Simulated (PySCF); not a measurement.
F₂HS, SMILES F[SH+]F, charge +1.

The structure is a stationary point at PBE0-D3(BJ)/def2-TZVP. The isomer is the one that the SMILES or the coordinates give; other isomers of the formula were not compared.

Two levels are set side by side: PBE/def2-TZVPD (PySCF) and CAM-B3LYP/def2-TZVPD (PySCF). Same geometry, gas phase. Differences are taken from unrounded values.

```tsv
quantity	CAM-B3LYP
orbital gap (eV)	11.30
highest occupied level (eV)	-19.31
lowest empty level (eV)	-8.00
mean polarisability (bohr³)	19.2
```

Problem. What does PBE give, and how far is it from CAM-B3LYP? (The exact figures need the calculation; the answer reports its results.)

Solution. 
```tsv
quantity	PBE	PBE minus CAM-B3LYP
orbital gap (eV)	5.82	-5.48
highest occupied level (eV)	-16.18	3.12
lowest empty level (eV)	-10.36	-2.36
mean polarisability (bohr³)	19.8	0.6
```

PBE's occupied levels lie high since its potential decays too fast outside the molecule; exact exchange lowers them and widens the gap. Loosely held outer electrons make PBE densities more polarisable. Differences between two approximate levels are no errors against the true value.

Rough cost on one machine, each run with all the roots and properties that it gave: CAM-B3LYP against PBE within a factor of 2.
